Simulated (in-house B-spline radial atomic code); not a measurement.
A fraction x of an electron is moved 5p → 5f in Tm2+, starting from [Xe] 4f13 and keeping the highest spin. Computed with a radial B-spline atomic code at the basis-set limit: scalar-relativistic (X2C) B3LYP, spin-polarised, spherical fractional occupations, Fermi nucleus of rms radius 5.2256 fm.

Caution: exact exchange at fractional occupations of open shells leaves self-interaction of up to several eV.

```tsv
x	E(x) - E(0) (eV)	5p down level (eV)	5f up level (eV)
0	0.0000	-42.868	-
0.125	4.8773	-43.838	-4.548
0.25	9.8285	-44.778	-4.840
0.375	14.8625	-45.690	-5.083
0.5	?	?	?
0.625	25.1805	-47.432	-5.502
0.75	30.4621	-48.263	-5.691
0.875	?	?	?
1	41.2606	-49.850	-6.046
```

Question: What belongs in the row x = 0.5?

Answer: An energy change of 19.9801 eV; 5p down at -46.574 eV, 5f up at -5.301 eV.

Question: What belongs in the row x = 0.875?

Answer: An energy change of 35.8228 eV; 5p down at -49.069 eV, 5f up at -5.872 eV.

Question: Check Janak's theorem between x = 0.125 and 0.25.

Answer: The slope of the energy is 39.61 eV; the orbital levels give 39.61 eV (ε of the receiving orbital less ε of the emptying one, averaged over the two points).
